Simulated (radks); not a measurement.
Species: Yb. Configuration: [Xe] 4f14 6s2.

Calculated with a radial shooting solver on a logarithmic mesh with Libxc functionals: Dirac Kohn-Sham, PBE, spin-unpolarised, spherical densities, point nucleus.

Energy parts (hartree):
total: -14075.9597
kinetic: 15641.1644
electron-nucleus: -34959.1506
Hartree: 5536.6690
exchange-correlation: -294.6425

Orbitals (lengths in bohr, moments of r in powers of bohr; r(max) is where P^2 peaks):
| orbital | occ. | eigenvalue (hartree) | <r> | r(max) | <1/r> |
|---|---|---|---|---|---|
| 1s1/2 | 2 | -2247.909 | 0.01966 | 0.01236 | 80.67 |
| 2s1/2 | 2 | -380.6148 | 0.08274 | 0.07075 | 19.47 |
| 2p1/2 | 2 | -362.9949 | 0.06872 | 0.05296 | 19.44 |
| 2p3/2 | 4 | -324.5139 | 0.07622 | 0.05938 | 16.69 |
| 3s1/2 | 2 | -85.78695 | 0.2162 | 0.1996 | 7.137 |
| 3p1/2 | 2 | -78.02152 | 0.2061 | 0.1874 | 7.051 |
| 3p3/2 | 4 | -69.85358 | 0.2201 | 0.2008 | 6.345 |
| 3d3/2 | 4 | -56.65680 | 0.1935 | 0.1581 | 6.233 |
| 3d5/2 | 6 | -54.87250 | 0.1978 | 0.1618 | 6.063 |
| 4s1/2 | 2 | -16.87750 | 0.4878 | 0.4555 | 2.986 |
| 4p1/2 | 2 | -13.73670 | 0.4956 | 0.4569 | 2.875 |
| 4p3/2 | 4 | -11.88802 | 0.5280 | 0.4853 | 2.629 |
| 4d3/2 | 4 | -6.72815 | 0.5534 | 0.4860 | 2.406 |
| 4d5/2 | 6 | -6.39165 | 0.5649 | 0.4952 | 2.346 |
| 5s1/2 | 2 | -2.01471 | 1.209 | 1.072 | 1.105 |
| 5p1/2 | 2 | -1.16831 | 1.369 | 1.170 | 0.9650 |
| 5p3/2 | 4 | -0.94477 | 1.489 | 1.262 | 0.8766 |
| 6s1/2 | 2 | -0.14418 | 3.925 | 3.283 | 0.3197 |
| 4f5/2 | 6 | -0.13814 | 0.7780 | 0.4805 | 1.749 |
| 4f7/2 | 8 | -0.08978 | 0.8043 | 0.4860 | 1.712 |
| 6p1/2 | 0 | -0.04732 | 5.517 | 4.405 | 0.2264 |
| 6p3/2 | 0 | -0.03820 | 5.996 | 4.773 | 0.2080 |
| 5d3/2 | 0 | -0.02891 | 3.718 | 2.050 | 0.3873 |
| 5d5/2 | 0 | -0.02232 | 4.035 | 2.186 | 0.3588 |

The highest occupied level is 4f7/2 at -2.443 eV. For comparison, the ionisation energy in NIST's Atomic Spectra Database is 6.254 eV (measured). In exact Kohn-Sham theory the highest level is minus the ionisation energy, but local and semilocal functionals leave it too shallow, through self-interaction and a potential that decays too fast; potentials with the right tail come closer. The density falls to 0.001 e/bohr^3 at r = 5.05 bohr. Summed over all electrons, <r^2> = 72.47 bohr^2, which gives a Langevin (diamagnetic) susceptibility term of -57.4 x 10^-6 cm^3/mol.
